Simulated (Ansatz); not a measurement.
`N#[C][SnH][Cl]` radical. Total charge 0; spin multiplicity 2. Sn takes the def2 core potential. The structure was optimised at the PBE0-D4/def2-TZVP level.

```xyz
5

N    -2.234   -0.871    0.557
C    -1.169   -0.582    0.222
Sn    0.788   -0.202   -0.504
Cl    0.747    2.045   -1.096
H     1.869   -0.390    0.822
```

(1) What is the dipole moment at r2SCAN/def2-TZVPP? (Estimate.)

(2) And with PBE, B3LYP, ωB97M-V? (Best estimate.)

(3) Give the Mulliken charges with r2SCAN, ωB97M-V, B3LYP in def2-TZVPP. (An estimate is asked.)

Answers

(1) Ansatz gave: 3.94 D, with components (3.68, -1.10, -0.88) D in this frame, pointing from negative to positive charge.

(2) Computed: PBE 3.80 D, B3LYP 4.03 D, ωB97M-V 4.10 D.

(3) Computed: 
| atom | r2SCAN | ωB97M-V | B3LYP |
| --- | --- | --- | --- |
| N1 | -0.07 | -0.03 | -0.01 |
| C2 | -0.32 | -0.34 | -0.37 |
| Sn3 | 0.80 | 0.71 | 0.79 |
| Cl4 | -0.34 | -0.30 | -0.33 |
| H5 | -0.07 | -0.04 | -0.08 |

B3LYP here is the variant with VWN-RPA as its local correlation; programs differ in this.
